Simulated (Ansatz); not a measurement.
Consider the hydrogenolysis of a C–S bond: `C=NCS[SiH3]` + H₂ → `C=NC` + `[SiH3]S`.

Isolated molecules relaxed with PBE0-D4/def2-TZVP in Ansatz; ΔE leaves out vibrations. CCSD(T)/CBS adds triple-zeta CCSD(T) − MP2 to the extrapolated MP2 energy (def2 sets, frozen cores). This one scheme is used for every species. DFT in def2-TZVPP. B3LYP here is the variant with VWN-RPA as its local correlation; programs differ in this. HSE06 is defined as in plane-wave codes. One conformer a species, not always the lowest.

```csv
level,ΔE (kcal/mol),difference from CCSD(T)/CBS
LDA (SPW92),-14.0,1.3
PBE-D4,-13.9,1.4
revPBE-D4,-11.9,3.4
r2SCAN-D4,-15.2,0.1
B97M-V,-17.0,-1.7
B3LYP-D4,-15.3,0.0
r2SCANh-D4,-15.6,-0.3
r2SCAN0-D4,-16.1,-0.8
HSE06-D4,-15.4,-0.1
BHLYP-D4,-17.0,-1.7
CAM-B3LYP-D4,-16.9,-1.6
ωB97X-V,-16.0,-0.7
ωB97M-V,-15.7,-0.4
B2PLYP,-17.4,-2.1
PBE-QIDH,-16.3,-1.0
PBE,-16.4,-1.1
revPBE,-17.8,-2.5
BLYP,-18.9,-3.6
r2SCAN,-15.9,-0.6
PBE0,-17.6,-2.3
r2SCANh,-16.3,-1.0
r2SCAN0,-17.0,-1.7
HSE06,-17.6,-2.3
BHLYP,-20.3,-5.0
CAM-B3LYP,-19.2,-3.9
LC-ωPBE,-18.1,-2.8
RPA@PBE/def2-TZVPP,-16.0,-0.7
HF/def2-SVP,-24.0,-8.7
CCSD/def2-SVP,-18.5,-3.2
CCSD(T)/def2-SVP,-17.1,-1.8
HF/def2-TZVPP,-23.1,-7.8
MP2/def2-TZVPP,-13.9,1.4
CCSD/def2-TZVPP,-17.8,-2.5
CCSD(T)/def2-TZVPP,-16.0,-0.7
HF/def2-QZVPP,-23.2,-7.9
MP2/def2-QZVPP,-13.5,1.8
SCS-MP2/def2-QZVPP,-15.2,0.1
HF/CBS(def2),-23.2,-7.9
MP2/CBS(def2),-13.2,2.1
CCSD/CBS(def2),-17.1,-1.8
CCSD(T)/CBS,-15.3,0
```

Largest T1 diagnostic among the species: 0.012.

The D4 term adds +4.0 kcal/mol with B3LYP and +2.2 kcal/mol with PBE0; it sums over pairs of atoms, weighted by their polarisabilities, and B3LYP, whose exchange is more repulsive, gets the larger term. In def2-TZVPP, CCSD(T) changes the Hartree–Fock value by +7.1 kcal/mol (the triples alone add +1.8 kcal/mol) and MP2 by +9.2 kcal/mol.
